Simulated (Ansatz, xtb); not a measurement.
# Relative energy of two isomers of C4H6BNO

Structure X is `NC1=CC=CB1O`, a singlet and structure Y is `NB1C=CC=C1O`, a singlet. Both are isolated molecules in the gas phase, relaxed with B3LYP/def2-SVP; the shapes shown needn't be the lowest conformers.

X (Å):

```yaml
atoms:
  - { symbol: C, position_ang: [0.3246, 0.0984, 0.8341] }
  - { symbol: C, position_ang: [0.3630, -1.1424, 1.4031] }
  - { symbol: C, position_ang: [0.1740, -2.1713, 0.3568] }
  - { symbol: C, position_ang: [0.0064, -1.6989, -0.9140] }
  - { symbol: B, position_ang: [0.0850, -0.1588, -0.7501] }
  - { symbol: N, position_ang: [0.4476, 1.3255, 1.3964] }
  - { symbol: O, position_ang: [-0.0042, 0.8768, -1.6208] }
  - { symbol: H, position_ang: [0.4093, 2.1524, 0.8166] }
  - { symbol: H, position_ang: [0.6082, 1.4542, 2.3876] }
  - { symbol: H, position_ang: [0.5077, -1.3828, 2.4591] }
  - { symbol: H, position_ang: [0.1751, -3.2361, 0.6217] }
  - { symbol: H, position_ang: [-0.1410, -2.3457, -1.7802] }
  - { symbol: H, position_ang: [-0.1479, 0.5969, -2.5344] }
```

Y (Å):

| atom | x (Å) | y (Å) | z (Å) |
| --- | --- | --- | --- |
| C | -0.3620 | -1.1831 | 1.3900 |
| C | -0.5487 | -2.0763 | 0.3883 |
| C | -0.0593 | -1.6123 | -0.9434 |
| C | 0.4722 | -0.3728 | -0.8393 |
| B | 0.3304 | 0.0531 | 0.7111 |
| N | 0.7363 | 1.2569 | 1.2860 |
| O | 1.0007 | 0.3165 | -1.8852 |
| H | 0.6114 | 1.4556 | 2.2727 |
| H | 1.1768 | 2.0210 | 0.7859 |
| H | -0.6625 | -1.3657 | 2.4237 |
| H | -1.0127 | -3.0630 | 0.5005 |
| H | -0.1305 | -2.2058 | -1.8576 |
| H | 1.3278 | 1.1697 | -1.5780 |

Energies in hartree; the thermal terms are from GFN2-xTB frequencies at re-optimised GFN2-xTB minima (ideal gas, soft modes damped towards free rotors, one conformer each, 298.15 K, 1 atm) and include the zero-point energy:

|  | X | Y |
| --- | --- | --- |
| E, CCSD(T)/def2-SVP | −309.779584 | −309.765432 |
| E, MP2/def2-SVP | −309.695373 | −309.678983 |
| E, MP2/def2-TZVPP | −310.265937 | −310.251886 |
| zero-point energy | 0.097302 | 0.097499 |
| H(298 K) − E | 0.105151 | 0.105413 |
| G(298 K) − E | 0.066937 | 0.066989 |

Correct the CCSD(T) difference for the basis set by the MP2 change, then work out ΔE, ΔE₀, ΔH and ΔG for X → Y in kcal/mol (1 Eh = 627.51 kcal/mol) and the equilibrium ratio [Y]/[X].

1. Differences Y − X: CCSD(T) +0.014152, MP2 in the small set +0.016390, MP2 in the large set +0.014051 Eh.
2. ΔE = +0.014152 + (+0.014051 − (+0.016390)) = +0.011813 Eh = +7.41 kcal/mol.
3. ΔE₀ = ΔE + ΔZPE = +0.011813 + (+0.000197) Eh = +7.54 kcal/mol.
4. ΔH = ΔE + (+0.000262) Eh = +7.58 kcal/mol.
5. ΔG = ΔE + (+0.000052) Eh = +7.45 kcal/mol, so ΔS = (ΔH − ΔG)/T = +1.8 J/(mol K).
6. kT = 0.9442 mEh, so K = [Y]/[X] = exp(−ΔG/kT) = exp(−12.57) ≈ 3.5 × 10^−6.

Structure X is favoured at this temperature. An error of 1 kcal/mol in ΔG would change K by a factor of 5.4. Mirror images and further conformers aren't counted.

As drawn, Y has 1 B–N, 1 C–O in place of 1 C–N, 1 B–O.

Other levels gave ΔE = +9.3 (GFN2-xTB); +1.4 (HF/STO-3G, GFN2-xTB geometries); +10.6 (r2SCAN-D4/def2-SVP, GFN2-xTB geometries); +11.1 (B3LYP/def2-SVP); +11.3 (HF/def2-SVP); +10.3 (MP2/def2-SVP); +8.9 (CCSD(T)/def2-SVP) kcal/mol. The correlated steps freeze 7 core orbitals. Programs: Ansatz 0.2.0, xtb 6.7.1.
